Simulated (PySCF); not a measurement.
**CoCl2: fields on a plane**

Level of theory: PySCF, UwB97X, basis Co def2-TZVP, Cl def2-TZVP (no relativity, density fitting).

The quartet minimum has Co–Cl 2.082 Å (×2); Cl–Co–Cl 180.0°.

The plane holds Co1 at (0.00, 0.00), Cl2 at (2.08, 0.00), Cl3 at (-2.08, 0.00) Å. Columns run from x = -4.05 to 4.35 Å, rows from y = 2.25 (top) to -1.95 Å, in steps of 0.3 Å. Other isomers or separated fragments may lie lower.

Task: Give the spin density (e/Å³) (cut at ±0.5 e/Å³). Lower edges of the bins (e/Å³): '_' -0.013, '.' 0.039, ':' 0.090, '-' 0.141, '=' 0.192, '+' 0.244, '*' 0.295, '#' 0.346, '%' 0.397, '@' 0.449; top 0.50, each point printed twice.

Result: 
```
__________________________________________________________
__________________________________________________________
__________________________________________________________
__________________________________________________________
__________________________....____________________________
____________....______..==****==..______....______________
__________......______::@@@@@@@@::______......____________
______________..______..@@@@@@@@..______..________________
______________..______..@@@@@@@@..______..________________
__________......______::@@@@@@@@::______......____________
____________....______..==****==..______....______________
__________________________....____________________________
__________________________________________________________
__________________________________________________________
__________________________________________________________
```

Task: Give the electron density (e/Å³) (cut at 5 e/Å³). Lower edges of the bins (e/Å³): '0' 0.000, '1' 0.030, '2' 0.076, '3' 0.151, '4' 0.268, '5' 0.455, '6' 0.750, '7' 1.218, '8' 1.960, '9' 3.136; top 5.00.

Result: 
```
00000000000000000000000000000
00000000000000000000000000000
00000111110000000011111000000
00001222221111111122222100000
00013444432223322234444310000
00124667654356653456766421000
00236788765589985567887632000
00246899876799997678998642000
00246899876799997678998642000
00236788765589985567887632000
00124667654356653456766421000
00013444432223322234444310000
00001222221111111122222100000
00000111110000000011111000000
00000000000000000000000000000
```

Open d and f shells are described by one determinant, and the ground state may have another occupation or spin.
